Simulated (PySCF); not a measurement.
## How methods differ on the excitation energy of Al

Al [Ne] 3s2 3p1 (2P) → Al [Ne] 3s1 3p2 (4P), as a difference of total energies. Computed with PySCF 2.14 in aug-cc-pVTZ-DK, with scalar relativity by spin-free X2C-1e. Correlated levels: valence: [Ne] frozen. The calculations carry no spin-orbit coupling.

```tsv
method	excitation energy (eV)
UHF	2.439
MP2 (valence)	3.171
SCS-MP2 (valence)	3.473
CCSD (valence)	3.437
CCSD(T) (valence)	3.465
```

Question: How much does correlation contribute at CCSD(T) (valence)?

Answer: 3.465 − (2.439) = 1.026 eV, measured against UHF.

Errors of the correlated levels include the incompleteness of this basis and the frozen core.

For comparison: 3.598 eV (measured; NIST levels, between the centres of gravity of the two terms).
